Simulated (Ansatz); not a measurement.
The cluster Na3F3, relaxed as a singlet with RKS PBE0-D4/def2-SVP in Ansatz, starting from the GFN1-xTB geometry. Force threshold 0.02 eV/Å.

The structure comes from a short search, and lower isomers may exist.

Start:

```xyz
6

Na   -1.5204   -0.6266   -0.6379
Na    0.1272    1.6930    0.4805
Na    1.3892   -1.0654    0.1612
F     1.7552    0.7221    0.7521
F    -0.1473   -1.9630   -0.5500
F    -1.6040    1.2399   -0.2058
```

Task: Estimate the energy that the relaxation releases and the steps that it takes.

Result: 0.46 eV, in 4 steps; 6.5 s on 4 threads of Arm Neoverse V1 on a shared host. No frequencies were taken in this run, so the end may be a saddle point.

Task: Does the start keep its bonding and symmetry?

Result: By distances, no bond broke or formed. The bond that changes most is Na2–F4, from 1.91 to 2.02 Å (atoms count from 1). Point group D3h at the start, D3h at the end, both within 0.05 Å.

Task: Predict the relaxed structure.

Result: 
```xyz
6

Na   -1.7155   -0.7043   -0.7311
Na    0.1438    1.9144    0.5370
Na    1.5718   -1.2096    0.1931
F     1.7633    0.7241    0.7497
F    -0.1475   -1.9671   -0.5523
F    -1.6159    1.2425   -0.1964
```
Bond lengths (bridged metal pairs left out): 6 × F–Na 2.02 Å.
